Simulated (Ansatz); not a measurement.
Stepwise reaction of `[O]=[W]([OH])([F])([F])[F]` with hydrogen chloride, as a gas-phase model of exchange steps in deposition or etching. ΔE in kJ/mol; ΔG adds harmonic PBE0-D4 terms to CCSD(T)/CBS, at 1 bar.

Gas-phase electronic energies from Ansatz, PBE0-D4/def2-TZVP geometries. CBS: MP2 limit from def2 TZ/QZ plus the TZ coupled-cluster correction, frozen cores. This one scheme is used for every species. Functionals use def2-TZVPP. B3LYP here is the variant with VWN-RPA as its local correlation; programs differ in this. Elements past krypton have def2 core potentials. For W outer-core shells are correlated without core-valence functions, which leaves a few kJ/mol of doubt a bond. Each species was taken in one conformer, which may not be the lowest.

```
step                                                                    reaction  PBE-D4  B3LYP-D4  ωB97M-V  CCSD(T)/CBS  ΔG(500 K)
   1    `[O]=[W]([OH])([F])([F])[F]` + HCl → `[O]=[W]([OH])([F])([F])[Cl]` + H–F    23.9      26.8     27.8         15.8       17.0
   2  `[O]=[W]([OH])([F])([F])[Cl]` + HCl → `[O]=[W]([OH])([F])([Cl])[Cl]` + H–F    18.6      22.9     26.4         12.5       23.2
```

(1) By hand: ΔE of the 2 steps together at CCSD(T)/CBS.

## Answers

(1) (15.8) + (12.5) = 28.3 kJ/mol, or 14.2 kJ/mol a step.

In ΔE the steps differ by no more than 3.3 kJ/mol. All are uphill at CCSD(T)/CBS. ΔG lies between 17.0 and 23.2 kJ/mol a step. PBE-D4 differs from CCSD(T)/CBS by 6.1 to 8.1 kJ/mol a step. Isolated molecules leave out the surface, adducts and barriers. Largest T1 diagnostic: 0.021.
